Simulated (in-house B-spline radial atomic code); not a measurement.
The outermost shell (largest non-relativistic mean radius) with and without relativity; Dirac values are averaged over j. Computed with a B-spline radial code for spherical atoms: non-relativistic Hartree-Fock and Dirac-Hartree-Fock, averages of the configuration (point nuclei without relativity, finite nuclei with it).

```json
{"ion": "Sb4+", "configuration": "[Kr] 4d10 5s1", "outermost shell": "5s", "radius non-relativistic (bohr)": "2.0635", "radius Dirac (bohr)": "1.9941", "radius change (%)": "-3.3615", "level non-relativistic (eV)": "-51.690", "level Dirac (eV)": "-53.587", "spin-orbit splitting (eV)": "-"}
{"ion": "Te4+", "configuration": "[Kr] 4d10 5s2", "outermost shell": "5s", "radius non-relativistic (bohr)": "1.9735", "radius Dirac (bohr)": "1.907", "radius change (%)": "-3.3698", "level non-relativistic (eV)": "-54.490", "level Dirac (eV)": "-56.493", "spin-orbit splitting (eV)": "-"}
{"ion": "I4+", "configuration": "[Kr] 4d10 5s2 5p1", "outermost shell": "?", "radius non-relativistic (bohr)": "?", "radius Dirac (bohr)": "?", "radius change (%)": "?", "level non-relativistic (eV)": "?", "level Dirac (eV)": "?", "spin-orbit splitting (eV)": "?"}
{"ion": "Xe4+", "configuration": "[Kr] 4d10 5s2 5p2", "outermost shell": "5p", "radius non-relativistic (bohr)": "1.9823", "radius Dirac (bohr)": "1.9583", "radius change (%)": "-1.2102", "level non-relativistic (eV)": "-52.527", "level Dirac (eV)": "-52.969", "spin-orbit splitting (eV)": "1.8288"}
{"ion": "Cs4+", "configuration": "[Kr] 4d10 5s2 5p3", "outermost shell": "5p", "radius non-relativistic (bohr)": "1.893", "radius Dirac (bohr)": "1.8696", "radius change (%)": "-1.2398", "level non-relativistic (eV)": "-55.748", "level Dirac (eV)": "-56.232", "spin-orbit splitting (eV)": "2.166"}
{"ion": "Ba4+", "configuration": "[Kr] 4d10 5s2 5p4", "outermost shell": "?", "radius non-relativistic (bohr)": "?", "radius Dirac (bohr)": "?", "radius change (%)": "?", "level non-relativistic (eV)": "?", "level Dirac (eV)": "?", "spin-orbit splitting (eV)": "?"}
{"ion": "La4+", "configuration": "[Kr] 4d10 5s2 5p5", "outermost shell": "5p", "radius non-relativistic (bohr)": "1.7391", "radius Dirac (bohr)": "1.7164", "radius change (%)": "-1.3106", "level non-relativistic (eV)": "-62.301", "level Dirac (eV)": "-62.886", "spin-orbit splitting (eV)": "2.9559"}
{"ion": "Ce4+", "configuration": "[Kr] 4d10 5s2 5p6", "outermost shell": "5p", "radius non-relativistic (bohr)": "1.6731", "radius Dirac (bohr)": "1.6505", "radius change (%)": "-1.3502", "level non-relativistic (eV)": "-65.638", "level Dirac (eV)": "-66.281", "spin-orbit splitting (eV)": "3.4141"}
```

(1) Fill in the row of I4+.

(2) Fill in the row of Ba4+.

(3) Which member changes most?

## Answers

(1) outermost shell: 5p; radius non-relativistic (bohr): 2.082; radius Dirac (bohr): 2.0573; radius change (%): -1.1857; level non-relativistic (eV): -49.341; level Dirac (eV): -49.744; spin-orbit splitting (eV): 1.527.

(2) outermost shell: 5p; radius non-relativistic (bohr): 1.8124; radius Dirac (bohr): 1.7893; radius change (%): -1.2735; level non-relativistic (eV): -59.005; level Dirac (eV): -59.537; spin-orbit splitting (eV): 2.5409.

(3) Tellurium (Te4+): its 5s shell contracts by 3.4 %.
